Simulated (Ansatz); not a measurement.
The cluster Ge12Mo. The state is a singlet with charge 0. Geometry PBE-D4/def2-SVP.

```csv
atom,x (Å),y (Å),z (Å)
Mo1,-0.0856,0.3043,0.2436
Ge2,-1.1912,-1.7082,-1.5138
Ge3,1.1220,0.9923,2.5689
Ge4,-0.3154,2.5529,-1.3894
Ge5,1.7388,-1.3822,1.6333
Ge6,-2.4682,-0.9041,0.7907
Ge7,-2.2966,0.7895,-1.2867
Ge8,-0.1295,0.4175,-2.8048
Ge9,1.2845,2.6146,0.6078
Ge10,1.4432,-1.3678,-1.0045
Ge11,2.0065,1.1771,-1.4737
Ge12,-0.6631,-0.8411,2.7270
Ge13,-0.4455,-2.6451,0.9016
```

In the def2 sets Mo takes a core potential, while STO-3G treats all electrons; there is no spin–orbit coupling. Single mean-field runs in def2-SVP, def2-TZVP are fitted with def2-universal-jkfit. The restricted singlet is unstable towards broken spin symmetry in Hartree–Fock (as tested in another run); at HF/STO-3G, PBE-D4/def2-SVP, r2SCAN-D4/def2-TZVP, PBE0-D4/def2-SVP and others this wasn't settled. The structure comes from a short search, and lower isomers may exist.

Estimate the orbital energies around the gap (eV) in Ansatz with HF/STO-3G, PBE-D4/def2-SVP, r2SCAN-D4/def2-TZVP, PBE0-D4/def2-SVP, PBE0-D4/def2-TZVP.


| orbital | HF/STO-3G | PBE-D4/def2-SVP | r2SCAN-D4/def2-TZVP | PBE0-D4/def2-SVP | PBE0-D4/def2-TZVP |
| --- | --- | --- | --- | --- | --- |
| HOMO−9 | -6.08 | -6.45 | -6.63 | -7.23 | -7.14 |
| HOMO−8 | -6.07 | -6.33 | -6.56 | -7.22 | -7.12 |
| HOMO−7 | -5.96 | -6.27 | -6.48 | -7.18 | -7.09 |
| HOMO−6 | -5.74 | -6.23 | -6.45 | -7.04 | -6.96 |
| HOMO−5 | -5.43 | -6.19 | -6.39 | -7.03 | -6.93 |
| HOMO−4 | -5.36 | -6.08 | -6.31 | -7.00 | -6.91 |
| HOMO−3 | -5.23 | -5.92 | -6.15 | -6.81 | -6.72 |
| HOMO−2 | -5.20 | -5.86 | -6.10 | -6.79 | -6.71 |
| HOMO−1 | -4.73 | -5.68 | -5.92 | -6.55 | -6.47 |
| HOMO | -4.26 | -5.41 | -5.57 | -6.12 | -6.02 |
| LUMO | 1.94 | -4.24 | -4.30 | -3.83 | -3.75 |
| LUMO+1 | 2.34 | -4.17 | -4.23 | -3.77 | -3.67 |
| LUMO+2 | 3.31 | -3.70 | -3.72 | -3.18 | -3.10 |
| LUMO+3 | 3.46 | -3.09 | -3.09 | -2.61 | -2.52 |
| LUMO+4 | 3.59 | -3.00 | -2.99 | -2.51 | -2.43 |
| LUMO+5 | 3.83 | -2.98 | -2.98 | -2.48 | -2.39 |
